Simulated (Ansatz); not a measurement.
Coupled-cluster run, C$_{2}$H$_{8}$GeS (`CS[CH2][GeH3]`).

```yaml
crystal:
  periodic: [false, false, false]
  atoms:
    - {symbol: C, position_ang: [-1.438985, 1.259003, -0.437803]}
    - {symbol: S, position_ang: [-0.359435, 1.259941, 0.996782]}
    - {symbol: C, position_ang: [0.129233, -0.474524, 1.038818]}
    - {symbol: Ge, position_ang: [1.464077, -0.954563, -0.323503]}
    - {symbol: H, position_ang: [-2.295624, 0.600243, -0.281468]}
    - {symbol: H, position_ang: [-1.800045, 2.280870, -0.558350]}
    - {symbol: H, position_ang: [-0.908275, 0.966187, -1.344635]}
    - {symbol: H, position_ang: [0.575454, -0.637212, 2.022223]}
    - {symbol: H, position_ang: [-0.754150, -1.114692, 0.977110]}
    - {symbol: H, position_ang: [2.768300, -0.200438, -0.025718]}
    - {symbol: H, position_ang: [0.966174, -0.566625, -1.725845]}
    - {symbol: H, position_ang: [1.730175, -2.473189, -0.303609]}
basis:
  gaussian: {orbitals: def2-TZVPP}
correlation: {method: ccsd_t}
output: {orbitals: {seedname: orbitals}}
```

```sh
$ ansatz run in.yaml --threads 4 --pin off --events-out ev --progress --plain --max-ram 10444MiB
```

Log, shortened:

```
Functional definition: HF
1543 factors; integrals over basis functions are off by at most 1.1e-3 eV
mean field evaluation 1: about -69476.8499 eV, gradient 2.6e1 eV
mean field evaluation 2: about -69477.0655 eV, gradient 2.7e1 eV
mean field evaluation 4: about -69479.2951 eV, gradient 3.9e0 eV
mean field evaluation 8: about -69479.3404 eV, gradient 2.2e-1 eV
mean field -69479.34059630 eV, -2553.3186721254 hartree, gradient 1.3e-6 eV, S^2 0.000000; 0 other end points of the search recorded, 0 dependent functions left out
16 core orbitals not correlated: weight in the atoms' cores, before any rotation towards them, 1.000 or more for the frozen orbitals, at most 0.000 for the correlated occupied ones
reference -69479.34059630 eV, -2553.3186721254 hartree; 18, 18 occupied and 230, 230 virtual orbitals, 1543 factors
second order -21.77807818 eV of doubles, -0.00000000 eV of singles
cycle   1  -22.38529383 eV  change   -6.1e-1 eV  update   1.1e-1
cycle   2  -23.05919737 eV  change   -6.7e-1 eV  update   3.0e-2
cycle   3  -23.14227135 eV  change   -8.3e-2 eV  update   1.3e-2
cycle   4  -23.13702363 eV  change    5.2e-3 eV  update   3.0e-3
cycle   5  -23.13669730 eV  change    3.3e-4 eV  update   1.0e-3
cycle   6  -23.13643946 eV  change    2.6e-4 eV  update   3.1e-4
cycle   7  -23.13637717 eV  change    6.2e-5 eV  update   1.3e-4
cycle   8  -23.13638295 eV  change   -5.8e-6 eV  update   4.6e-5
cycle   9  -23.13638679 eV  change   -3.8e-6 eV  update   1.8e-5
perturbative correction -0.93237177 eV, -0.0342640307 hartree
Total energy: -69503.40935486 eV, -2554.2031826883 hartree
```

It took 3.8 min on 4 threads of an Arm Neoverse V1 on a shared host, with 6.3 GiB of host memory at the peak.

MP2 recovers 90.5 % of the CCSD(T) correlation energy and the triples give 3.9 %; T1 = 0.0108.
